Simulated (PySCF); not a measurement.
C7H5BF2S.
Cartesian coordinates in Å at the PBE0-D3(BJ)/def2-SVP level; atoms count from 1:
```xyz
16
C7H5BF2S angstrom
F     -4.4556   -1.2828    1.0805
B     -3.3945   -0.5823    0.7211
F     -3.1997    0.5714    1.3294
C     -2.4337   -1.1106   -0.3720
C     -1.3615   -0.4341   -0.7173
C     -0.2944    0.2668   -1.0280
C      1.0181    0.1604   -0.4127
C      2.1456    0.8822   -0.7411
C      3.2735    0.5389    0.0503
C      2.9896   -0.4373    0.9686
S      1.3511   -0.9454    0.8781
H     -2.6410   -2.0738   -0.8581
H     -0.3871    1.0063   -1.8328
H      2.1526    1.6352   -1.5307
H      4.2581    0.9961   -0.0548
H      3.6588   -0.8893    1.6995
```

Method: PySCF 2.14.0, PBE0-D3(BJ)/def2-SVP geometry optimisation, gas phase.

Take the most abundant isotopes and a rigid rotor. The values belong to one conformer with, in the numbering `[F:1][B:2]([F:3])[CH:4]=[C:5]=[CH:6][c:7]1[cH:8][cH:9][cH:10][s:11]1`, C5–C6–C7–C8 179°.

(1) Give the principal moments of inertia and the rotational constants in cm⁻¹.

(2) Classify the top.

(3) Is it planar, by Δ = Ic − Ia − Ib?

(4) Give the other two planar moments, Paa and Pbb, and the rms extents of the mass along the axes.

(5) Which types of transition are allowed, and where do some lines up to J = 5 fall?

(6) Estimate the classical rotational partition function at 10 K, 200 K and 500 K.

Answers

(1) Ia = 196.68, Ib = 1258.21, Ic = 1321.91 u·Å²; 505379 MHz·u·Å²/I gives 2570, 401.7 and 382.3 MHz, that is A = 0.08571, B = 0.01340, C = 0.01275 cm⁻¹.

(2) A near-prolate asymmetric top. Ray's parameter κ = (2B − A − C)/(A − C) = -0.982; −1 is the prolate and +1 the oblate limit.

(3) Not planar: Δ = Ic − Ia − Ib = -132.99 u·Å². For a rigid frame Δ = −2 Σ m c², so Σ m c² = 66.49 u·Å² lies off the ab plane: 4.97 from hydrogen and 61.52 from heavier atoms. The atom farthest from that plane is 2.04 Å away.

(4) Paa = Σ m a² = (Ib + Ic − Ia)/2 = 1191.72 and Pbb = Σ m b² = (Ia + Ic − Ib)/2 = 130.19 u·Å². With the mass M = 170.02 u, the rms extents √(P/M) along a, b and c are 2.65, 0.88, 0.63 Å.

(5) The dipole components are |μa| = 2.08 D, |μb| = 0.92 D, |μc| = 0.75 D. The squared components, which scale the intensities, stand as 1.00 : 0.20 : 0.13 (a : b : c). Some lines, for components of 0.1 D or more:

| type | branch | J(Ka,Kc) | MHz | lower level (cm⁻¹) |
| --- | --- | --- | --- | --- |
| b | R | 4(0,4) ← 3(1,3) | 1015 | 0.228 |
| b | Q | 4(1,3) ← 4(0,4) | 2276 | 0.261 |
| a | R | 3(0,3) ← 2(0,2) | 2351 | 0.078 |
| a | R | 3(1,2) ← 2(1,1) | 2381 | 0.152 |
| b | R | 2(1,2) ← 1(0,1) | 3716 | 0.026 |
| a | R | 5(4,2) ← 4(4,1) | 3920 | 1.424 |
| b | R | 3(1,3) ← 2(0,2) | 4471 | 0.078 |
| b | R | 2(2,0) ← 1(1,1) | 8110 | 0.098 |
| b | R | 3(2,2) ← 2(1,1) | 8855 | 0.152 |
| b | R | 4(2,3) ← 3(1,2) | 9610 | 0.231 |
| b | Q | 3(3,1) ← 3(2,2) | 10888 | 0.447 |
| b | Q | 5(3,3) ← 5(2,4) | 10889 | 0.683 |
| c | R | 4(3,2) ← 3(2,2) | 14024 | 0.447 |
| b | Q | 4(4,1) ← 4(3,2) | 15242 | 0.915 |
| b | R | 5(4,2) ← 4(3,1) | 19163 | 0.915 |
| c | R | 5(5,0) ← 4(4,0) | 23518 | 1.424 |

(6) Point group C1, symmetry number σ = 1; q = (√π/σ)·√((kT/h)³/(ABC)), k/h = 20836.6 MHz/K: 8490 at 10 K, 759000 at 200 K, 3000000 at 500 K.

PBE0-D3(BJ)/def2-SVP frequencies: not computed here. No vibrational averaging or centrifugal distortion is included, and the geometry carries the error of its method. Quadrupole hyperfine structure (11B) is left out.
